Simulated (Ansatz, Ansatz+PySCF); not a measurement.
A single Ni atom.

Basis set: def2-SVP (spherical functions). Charge -1, multiplicity 2.

Computed with Ansatz (development build ahead of 0.2.0); each method stands on the lowest determinant of its kind that the runs found.

The vertical detachment energy (product with multiplicity 3 at the same shape, open shells in the same class of orbitals) of doublet Ni(-):

| method | detachment energy |
| --- | --- |
| PBE0 (unrestricted) | -0.38 eV |
| PBE0 (restricted open-shell) | -0.36 eV |
| UHF | -2.58 eV |

(1) What does ROHF give?

Results:

(1) -2.51 eV. Caution: a negative value means that the extra electron is not bound at this level; no diffuse functions for an anion. Caution for ROHF: no wide search was run, a lower solution can exist.
